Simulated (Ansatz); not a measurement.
`C[B](C)[ZnH]` + `O[SiH2]F` → `F[SiH2][O][ZnH]` + `CBC` at 700 K and 1 bar (cleavage of the Zn–B bond).

Calculated with Ansatz (gas phase, PBE0-D4/def2-TZVP geometries, no zero-point term in ΔE). CBS: MP2 limit from def2 TZ/QZ plus the TZ coupled-cluster correction, frozen cores. For Zn outer-core shells are correlated without core-valence functions, which leaves a few kJ/mol of doubt a bond. Scalar relativity is left out up to krypton. Each species was taken in one conformer, which may not be the lowest.

| species | CCSD(T)/CBS energy (Eh) | H − E (kJ/mol) | S (J/(mol·K)) |
| --- | --- | --- | --- |
| `C[B](C)[ZnH]` | -1883.46486 | 293.3 | 477.6 |
| `O[SiH2]F` | -465.96250 | 137.3 | 346.2 |
| `F[SiH2][O][ZnH]` | -2244.35972 | 143.8 | 432.2 |
| `CBC` | -105.11307 | 282.8 | 377.9 |

H − E and S are ideal-gas, rigid-rotor, harmonic terms from PBE0-D4/def2-TZVP, for one conformer and one mirror image of each species. 1 Eh = 2625.50 kJ/mol, R = 8.31446 J/(mol·K).

Task: By hand: ΔE, ΔH, ΔS and ΔG.

Result: ΔE = (-2244.35972) + (-105.11307) − (-1883.46486) − (-465.96250) = -0.04543 Eh = -119.3 kJ/mol. Δ(H − E) = 143.8 + 282.8 − 293.3 − 137.3 = -4.0, so ΔH = -123.3 kJ/mol. ΔS = 432.2 + 377.9 − 477.6 − 346.2 = -13.7 J/(mol·K). ΔG = -123.3 − 700 × (-13.7)/1000 = -113.7 kJ/mol.

Task: By hand: the equilibrium constant, and the temperature at which ΔG would vanish if ΔH and ΔS stayed fixed.

Result: log₁₀ K = −ΔG/(RT ln 10) = 8.5. ΔG = 0 at ΔH/ΔS = 9000 K, far beyond where these terms or the molecules hold.

The number of gas molecules stays the same, so ΔS is small and ΔH decides. A doubt of 5 kJ/mol in ΔE shifts log₁₀ K by 0.4 here. Other conformers and mirror images would add mixing entropy, several J/(mol·K) or more a flexible species. Modes under 60 cm⁻¹, often nearly free rotors, make the harmonic entropy too high. These are equilibria of isolated gas molecules and say nothing of rates. Largest T1 diagnostic: 0.015 (customary marks: 0.02 for closed shells, 0.045 for open ones).
